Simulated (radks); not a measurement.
Results of a calculation; reference values are marked as such.
All-electron atom: Eu10+ in [Kr] 4d10 4f5 5s2. Code: a radial shooting solver on a logarithmic mesh with Libxc functionals. Model: scalar-relativistic Kohn-Sham, LDA (Slater exchange, Perdew-Wang correlation), spin-unpolarised, spherical densities, finite nucleus; Fermi nuclear charge, rms radius 5.1115 fm. Some entries of the table are withheld. Estimate them.

orbital  occ.  eigenvalue (eV)  <r^2> (bohr^2)  <r> (bohr)
1s          2              (1)       0.0006803     0.02234
2s          2        -8103.266         0.01070     0.09518
2p          6        -7242.287        0.008595     0.08391
3s          2        -1912.485         0.07129      0.2498
3p          6        -1644.392         0.07136      0.2482
3d         10              (2)         0.06002         (3)
4s          2        -509.5055          0.3582      0.5635
4p          6        -420.6706          0.4020      0.5949
4d         10        -296.5034          0.4754      0.6415
5s          2        -186.7234             (4)         (5)
4f          5        -159.8869          0.6758         (6)

Answer. 
(1) 1s eigenvalue (eV): -48485.91
(2) 3d eigenvalue (eV): -1284.880
(3) 3d <r> (bohr): 0.2259
(4) 5s <r^2> (bohr^2): 1.639
(5) 5s <r> (bohr): 1.214
(6) 4f <r> (bohr): 0.7494
